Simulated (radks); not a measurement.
The mean radii <r> (bohr) of the occupied orbitals of an atom or ion are listed with their occupations. Method: scalar-relativistic Kohn-Sham, PBEsol, spin-unpolarised, spherical densities, finite nucleus; Fermi nuclear charge, rms radius of each element as measured or else 0.836 A^(1/3) + 0.57 fm; computed with a radial shooting solver on a logarithmic mesh with Libxc functionals.

orbital  occ.      <r>
1s          2  0.02364
2s          2   0.1010
2p          6  0.08881
3s          2   0.2665
3p          6   0.2646
3d         10   0.2418
4s          2   0.6075
4p          6   0.6434
4d         10   0.7074
5s          2    1.472
5p          6    1.725
6s          1    4.094
4f          4    1.108
7s          1    10.43

Name the element and its charge.

Answer. Z = 60, neodymium, charge 0: Nd in [Xe] 4f4 6s1 7s1. The 1s radius gives Z: for a bare nucleus <r> = (2 gamma + 1)/(2Z) with gamma = sqrt(1 - (Z/c)^2), 0.02332 bohr for Z = 60, and screening makes it slightly larger (0.02364 here). The occupations add up to 60, and the charge is Z minus that.
